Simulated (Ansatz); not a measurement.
`FC(F)C#CC(F)(F)F` at its PBE0-D4/def2-TZVP geometry, where that method's forces vanish. Total charge 0; spin multiplicity 1.

```json
{"atom": "F1", "x (Å)": "2.355", "y (Å)": "-1.401", "z (Å)": "-0.747"}
{"atom": "C2", "x (Å)": "1.172", "y (Å)": "-1.085", "z (Å)": "-1.318"}
{"atom": "F3", "x (Å)": "0.552", "y (Å)": "-2.234", "z (Å)": "-1.663"}
{"atom": "C4", "x (Å)": "0.345", "y (Å)": "-0.329", "z (Å)": "-0.378"}
{"atom": "C5", "x (Å)": "-0.333", "y (Å)": "0.324", "z (Å)": "0.360"}
{"atom": "C6", "x (Å)": "-1.162", "y (Å)": "1.115", "z (Å)": "1.272"}
{"atom": "F7", "x (Å)": "-1.419", "y (Å)": "0.442", "z (Å)": "2.393"}
{"atom": "F8", "x (Å)": "-2.328", "y (Å)": "1.427", "z (Å)": "0.705"}
{"atom": "F9", "x (Å)": "-0.551", "y (Å)": "2.252", "z (Å)": "1.606"}
{"atom": "H10", "x (Å)": "1.370", "y (Å)": "-0.511", "z (Å)": "-2.230"}
```

Problem. For each bond, give half the difference of the two atoms' forces along it (eV/Å; positive pushes the atoms apart) under PBE-D4, r2SCAN-D4, B3LYP-D4, ωB97M-V in def2-TZVPP. (An estimate is asked.)

Solution. Ansatz gave: 
```json
{"bond": "F1–C2", "length (Å)": "1.351", "PBE-D4": "0.65", "r2SCAN-D4": "0.35", "B3LYP-D4": "0.37", "ωB97M-V": "0.16"}
{"bond": "C2–F3", "length (Å)": "1.351", "PBE-D4": "0.65", "r2SCAN-D4": "0.35", "B3LYP-D4": "0.37", "ωB97M-V": "0.16"}
{"bond": "C2–C4", "length (Å)": "1.463", "PBE-D4": "-0.84", "r2SCAN-D4": "-0.38", "B3LYP-D4": "-0.04", "ωB97M-V": "0.35"}
{"bond": "C2–H10", "length (Å)": "1.095", "PBE-D4": "0.03", "r2SCAN-D4": "-0.12", "B3LYP-D4": "-0.21", "ωB97M-V": "-0.27"}
{"bond": "C4–C5", "length (Å)": "1.196", "PBE-D4": "1.13", "r2SCAN-D4": "0.46", "B3LYP-D4": "-0.14", "ωB97M-V": "-0.53"}
{"bond": "C5–C6", "length (Å)": "1.464", "PBE-D4": "-0.95", "r2SCAN-D4": "-0.49", "B3LYP-D4": "-0.15", "ωB97M-V": "0.26"}
{"bond": "C6–F7", "length (Å)": "1.332", "PBE-D4": "0.65", "r2SCAN-D4": "0.30", "B3LYP-D4": "0.31", "ωB97M-V": "0.11"}
{"bond": "C6–F8", "length (Å)": "1.334", "PBE-D4": "0.65", "r2SCAN-D4": "0.30", "B3LYP-D4": "0.32", "ωB97M-V": "0.11"}
{"bond": "C6–F9", "length (Å)": "1.334", "PBE-D4": "0.65", "r2SCAN-D4": "0.30", "B3LYP-D4": "0.31", "ωB97M-V": "0.11"}
```

B3LYP here is the variant with VWN-RPA as its local correlation; programs differ in this.
